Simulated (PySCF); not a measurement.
CH5FN2Si2, SMILES F[Si@@H]1C=N[SiH2]N1.

Geometry: r2SCAN-D4/def2-SVP. The structure was generated by enumeration; whether it is a known compound was not checked.

Two levels are set side by side: TDA-PBE/def2-SVPD (PySCF) and TDA-ωB97X/def2-SVPD (PySCF). Vertical, same geometry. The lowest singlet is HOMO→LUMO 99 % with PBE and HOMO→LUMO 95 % with the other functional; states are paired by order. Differences are taken from unrounded values.

```csv
quantity,TDA-ωB97X
lowest singlet excitation (eV),3.68
lowest triplet excitation (TDA) (eV),2.97
first bright state (f over 0.05) (eV),7.68
its oscillator strength,0.09
```

What does TDA-PBE give, and how far is it from TDA-ωB97X? (The exact figures need the calculation; the answer reports its results.)


```csv
quantity,TDA-PBE,TDA-PBE minus TDA-ωB97X
lowest singlet excitation (eV),3.42,-0.26
lowest triplet excitation (TDA) (eV),2.70,-0.28
first bright state (f over 0.05) (eV),6.26,-1.42
its oscillator strength,0.05,-0.03
```

A lower first singlet is the usual sign of a functional without exact exchange. Differences between two approximate levels are no errors against the true value.

Rough cost on one machine, each run with all the roots and properties that it gave: TDA-ωB97X against TDA-PBE about 5 times.
